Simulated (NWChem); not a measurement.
System: CH7NO2Si; SMILES CN[SiH](O)O

NWChem input:

```
start job
memory heap 200 mb stack 900 mb global 1100 mb
geometry units angstroms
  Si    -0.064642     0.014770     0.548281
  O      0.713176     1.447767     0.486820
  O      0.945009    -1.047664     1.240043
  N     -0.368555    -0.574377    -1.040017
  C     -1.288109     0.045514    -1.962825
  H     -1.242425     0.151936     1.405484
  H      0.369110     2.153923    -0.049180
  H      1.772522    -0.711158     1.570673
  H     -0.372464    -1.578199    -1.136367
  H     -2.333292    -0.226417    -1.772121
  H     -1.040190    -0.240980    -2.986938
  H     -1.202225     1.127758    -1.878485
end
basis spherical
  * library def2-svp
end
dft
  xc pbe0
  iterations 150
end
driver
  maxiter 120
end
task dft optimize
```

No frequency run checked for a minimum.

The level has its own optimisation.

### Question
Give the results of this calculation. (PBE0/def2-SVP.) Quantities: r N–Si (Å); r H–Si (Å); r H–O (Å); r C–N (Å); dipole (D).

### Answer
The r N–Si (Å) is 1.712. The r H–Si (Å) is 1.490 and the r H–O (Å) is 0.962. The r C–N (Å) comes out as 1.442 and the dipole (D) is 1.75.
